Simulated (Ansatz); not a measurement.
Harmonic frequencies (cm⁻¹) at PBE0-D4/def2-TZVP from Ansatz: 103, 244, 316, 344, 431, 544, 695, 826, 831, 871, 917, 922, 942, 1038, 1088, 1115, 1121, 1186, 1201, 1227, 1272, 1364, 1397, 1399, 1431, 1482, 1484, 2620, 3032, 3037, 3041, 3059, 3106, 3110, 3117, 3118.

Task: Which molecule is it?
A. `CC1CBC1`
B. `N[SiH]1[SiH2]O[SiH2]1`
C. `BC(C)(F)Cl`
D. `BC=C(C)C`

Result: A.
